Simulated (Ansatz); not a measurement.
System: H₂BSO, charge 0, doublet. H2BSO (SMILES [O]BS, doublet).
B3LYP-D3(BJ)/def2-TZVP minimum from Ansatz (a quantum-chemistry and plane-wave program):
```
B
O 1 1.2974
H 1 1.2007 2 120.98
S 1 1.8345 3 117.06 2 -180.00
H 4 1.3455 1 96.93 3 180.00
```
Charge 0, spin multiplicity 2.

Total energies in aug-cc-pV(D+d)Z, 17 correlated electrons, 7 frozen orbitals. Radicals and triplets start from unrestricted determinants; spin-orbit coupling is neglected. Cores are frozen in correlated methods. No relativity.

| method | program | energy (Eh) | minus CCSDT(Q) (mEh) |
|---|---|---|---|
| HF | Ansatz | -498.29192 | 440.88 |
| MP2 | Ansatz | -498.67158 | 61.22 |
| CCSD | Ansatz | -498.71502 | 17.78 |
| CCSD(T) | Ansatz | -498.72988 | 2.92 |
| CCSDT(Q) | Ansatz | -498.73280 | 0.00 |

Rough core times of Ansatz's runs on a shared machine: CCSD(T) 50 s, CCSDT(Q) 60 min.
